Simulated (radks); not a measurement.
Question: The mean radii <r> (bohr) of the occupied orbitals of an atom or ion are listed with their occupations. All-electron calculation, Dirac Kohn-Sham, PBE, spin-unpolarised, spherical densities, point nucleus. Program: a radial shooting solver on a logarithmic mesh with Libxc functionals.

| orbital | occ. | <r> |
|---|---|---|
| 1s1/2 | 2 | 0.01578 |
| 2s1/2 | 2 | 0.06576 |
| 2p1/2 | 2 | 0.05389 |
| 2p3/2 | 4 | 0.06293 |
| 3s1/2 | 2 | 0.1710 |
| 3p1/2 | 2 | 0.1615 |
| 3p3/2 | 4 | 0.1780 |
| 3d3/2 | 4 | 0.1545 |
| 3d5/2 | 6 | 0.1595 |
| 4s1/2 | 2 | 0.3760 |
| 4p1/2 | 2 | 0.3767 |
| 4p3/2 | 4 | 0.4109 |
| 4d3/2 | 4 | 0.4138 |
| 4d5/2 | 6 | 0.4246 |
| 4f5/2 | 6 | 0.4315 |
| 4f7/2 | 7 | 0.4373 |
| 5s1/2 | 2 | 0.8209 |
| 5p1/2 | 2 | 0.8708 |
| 5p3/2 | 4 | 0.9560 |
| 5d3/2 | 4 | 1.158 |
| 5d5/2 | 6 | 1.196 |
| 6s1/2 | 1 | 2.065 |
| 6p1/2 | 2 | 2.524 |
| 6p3/2 | 3 | 2.901 |

Name the element and its charge. Open shells, if any, fill j = l - 1/2 first.

Answer: Z = 83, bismuth, charge 0: Bi in [Xe] 4f13 5d10 6s1 6p5. The 1s radius gives Z: for a bare nucleus <r> = (2 gamma + 1)/(2Z) with gamma = sqrt(1 - (Z/c)^2), 0.01561 bohr for Z = 83, and screening makes it slightly larger (0.01578 here). The occupations add up to 83, and the charge is Z minus that.
